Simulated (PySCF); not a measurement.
Ga(Me)(OH)2 (CH5GaO2), SMILES [OH][Ga]([OH])[CH3].

Coordinates come from a PBE-D3(BJ)/def2-SVP optimisation. Other conformers were not sampled.

All values below come from TDA-B3LYP/def2-SVPD (PySCF 2.14.0).

Vertical excitations. The molecule is in vacuum.

Computed excitation energies, oscillator strengths and character:
```csv
state,energy (eV),λ (nm),f,main pairs
S1,6.18,201,0.000,HOMO→LUMO 97 %
S2,6.73,184,0.165,HOMO−1→LUMO 85 %
S3,6.83,181,0.045,"HOMO−2→LUMO 76 %, HOMO−1→LUMO+1 21 %"
S4,6.87,180,0.006,"HOMO−3→LUMO 47 %, HOMO→LUMO+1 44 %"
S5,6.98,178,0.049,"HOMO−1→LUMO+1 78 %, HOMO−2→LUMO 20 %"
S6,7.39,168,0.000,HOMO−3→LUMO+1 99 %
S7,7.54,164,0.156,"HOMO−3→LUMO 45 %, HOMO→LUMO+1 42 %"
S8,7.80,159,0.015,HOMO→LUMO+2 90 %
S9,7.81,159,0.111,HOMO−2→LUMO+1 75 %
S10,8.11,153,0.030,HOMO−1→LUMO+2 85 %
T1,5.89,211,0,HOMO→LUMO 92 %
T2,6.01,206,0,HOMO−1→LUMO 94 %
T3,6.25,198,0,HOMO→LUMO+1 96 %
T4,6.41,193,0,HOMO−2→LUMO 85 %
```
Triplets are in the Tamm–Dancoff approximation.
